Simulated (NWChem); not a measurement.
Molecule: SnHCl2F; SMILES [F][SnH]([Cl])[Cl]

Results from NWChem. def2 effective core potentials on Sn; no spin-orbit coupling. Each level has its own optimisation; frequencies are unscaled.

For level PBE0/def2-SVP (core potentials):

- r Cl–Sn (Å) = 2.322

Question: How do the values read with level B3LYP/3-21G (all-electron, non-relativistic) instead?

Answer: The r Cl–Sn (Å) is 2.399.
